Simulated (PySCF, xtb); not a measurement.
GeI, SMILES [Ge][I] (connectivity only; charge and spin as stated), neutral, multiplicity 2.

Harmonic wavenumbers (cm⁻¹) from GFN2-xTB in xtb at its own minimum, in rising order: 259.

Problem. What does PBE0-D3(BJ)/def2-TZVP (PySCF 2.14.0) give at its own minimum? (The exact figures need the calculation; the answer reports its results.)

Solution. 245. Paired by order, the mean absolute difference is 14 cm⁻¹ and the zero-point energies are 0.4 and 0.4 kcal/mol.
